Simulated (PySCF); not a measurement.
SiH3PHPF2, F₂H₄P₂Si.
SMILES with atom numbers: `[F:1][P:2]([F:3])[PH:4][SiH3:5]` (hydrogens: H6 on P4; H7, H8, H9 on Si5)

Cartesian coordinates in Å at the PBE0-D3(BJ)/def2-SVP level; atoms count from 1:
```
atom  x, y, z in Å
F1     2.5668    1.7312    0.5336
P2     1.8884    0.2754    0.3878
F3     1.6488    0.3162   -1.2159
P4    -0.1884    0.8340    1.0052
Si5   -1.2277   -0.5479   -0.4702
H6    -0.1882   -0.1320    2.0600
H7    -2.5619   -0.8570    0.1226
H8    -0.4832   -1.8221   -0.7033
H9    -1.3949    0.1871   -1.7531
```

Computed, not measured: core-valence-separated Tamm–Dancoff BHandHLYP/aug-pcX-1 (pcseg-1 on H, def2-SVPD on P, def2-SVPD on Si) in PySCF, non-relativistic, gas phase, PBE0-D3(BJ)/def2-SVP geometry. BHandHLYP without relativity tends to put these K edges a few eV too low, so spacings mean more than positions.

(1) List the fluorine K-edge absorption lines.

Answers

(1) 
```
E (eV)       f  core hole on  main final orbital
684.39  0.0234            F3         LUMO (66 %)
684.51  0.0230            F1         LUMO (44 %)
685.39  0.0110            F1         LUMO (38 %)
685.75  0.0086            F3       LUMO+1 (70 %)
686.75  0.0093            F1       LUMO+1 (44 %)
686.97  0.0093            F3              spread
687.53  0.0062            F3       LUMO+2 (67 %)
687.67  0.0043            F1       LUMO+2 (48 %)
687.86  0.0006            F3       LUMO+3 (47 %)
688.05  0.0003            F1       LUMO+3 (35 %)
688.34  0.0064            F3       LUMO+6 (35 %)
```

The first line with a tenth or more of the strongest one's intensity is at 684.39 eV (f = 0.023), with the hole on F3 (phosphorus-bound fluorine). It is also the strongest listed.

Roots within 0.03 eV whose holes lie on the same, on equivalent or on shared atoms are summed into one line, and the highest roots are left out, as the search may have cut off their partners. Final orbitals are the ground state's empty Kohn–Sham orbitals.

Q: What length of transition dipole belongs to the line at 685.39 eV?

A: From f = (2/3) ΔE |μ|² in atomic units, with ΔE = 25.188 Eh and f = 0.0110: |μ| = 0.026 au = 0.07 D.

Only the lowest roots of each edge were sought.

One conformer stands for the species.
